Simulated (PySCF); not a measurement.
**C₆ coefficients of unlike pairs at wB97X-V**

Calculated with PySCF 2.14 from the dipole response of each species, C₆(A,B) = (3/π) ∫ α_A(iu) α_B(iu) du, in atomic units, from isotropic polarisabilities. For ions this is the dispersion term alone; charge-induced terms of lower order in 1/R come first.

```
species           configuration                                                                                      basis      relativity  α (bohr³)  C₆ (like pair)
     Se  [Ar] 3d10 4s2 4p4 (3P)                                                aug-cc-pwCVTZ-PP with ECP10MDF (8s7p6d4f1g)  core potential      26.08           218.5
    Cr⁺           [Ar] 3d5 (6S)                                                                  def2-QZVPPD (11s6p5d3f2g)            none      10.85           35.74
     Zn      [Ar] 3d10 4s2 (1S)                                                aug-cc-pwCVTZ-PP with ECP10MDF (8s8p7d4f3g)  core potential      41.72           306.6
   Ge³⁺      [Ar] 3d10 4s1 (2S)  aug-cc-pVTZ-PP with one added diffuse shell each of s, d, f type with ECP10MDF (7s5p5d3f)  core potential      6.328           13.73
```

Question: Estimate C₆ for Ge³⁺ with Cr⁺.

Answer: The integral gives 21.81. The combination rule 2 C_A C_B / (C_A α_B/α_A + C_B α_A/α_B) gives 22.11 and the geometric mean 22.16.

No spin-orbit coupling is included.

The other pairs:

```json
{"pair": "Zn, Cr⁺", "C₆": "98.02"}
{"pair": "Ge³⁺, Se", "C₆": "54.70"}
{"pair": "Zn, Se", "C₆": "249.7"}
{"pair": "Cr⁺, Se", "C₆": "86.32"}
{"pair": "Ge³⁺, Zn", "C₆": "62.15"}
```
